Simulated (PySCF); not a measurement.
CuI (SMILES [Cu][I]), singlet, geometry from GFN2-xTB (such geometries of metal compounds can be far from the true shape) (core potentials on I), atoms displaced at random by about 0.08 Å a coordinate. Base run: PBE/def2-SVP, gradient (PySCF).

PySCF was given this input:
```python
from pyscf import gto, scf, dft

mol = gto.M(
    atom='''
Cu   -0.018047    0.110586   -1.579729
I    -0.134874    0.016970    0.829274
''',
    basis='def2-svp',
    ecp={'I': 'def2-svp'},
    charge=0,
    spin=0,
    verbose=4,
)

mf = dft.RKS(mol)
mf.xc = 'pbe'
mf.kernel()
g = mf.nuc_grad_method()
grad = g.kernel()
```

The coordinate followed is x of atom 1.

Each row names what was changed in the base input (with any setting that the change needs).

```
change                                                  dE/dx (Eh/bohr)  net force (Eh/bohr)
------------------------------------------------------  ---------------  -------------------
base                                                           0.000357             0.000030
finite difference step (bohr) = 1e-5; conv_tol = 1e-11         0.000337                    -
finite difference step (bohr) = 1e-4; conv_tol = 1e-11         0.000336                    -
conv_tol = 1e-6                                                0.000357             0.000030
finite difference step (bohr) = 0.2; conv_tol = 1e-11          0.000375                    -
conv_tol = 1e-4                                                0.000338             0.000029
grid_response = on                                             0.000336             0.000000
finite difference step (bohr) = 1e-3; conv_tol = 1e-11         0.000336                    -
grids.level = 0; grid_response = on                           -0.000345             0.000000
finite difference step (bohr) = 0.05; conv_tol = 1e-11         0.000339                    -
density fitting = on                                           0.000357             0.000030
grids.level = 1; grid_response = off                           0.000273             0.000364
```

The net force is zero for an exact gradient.
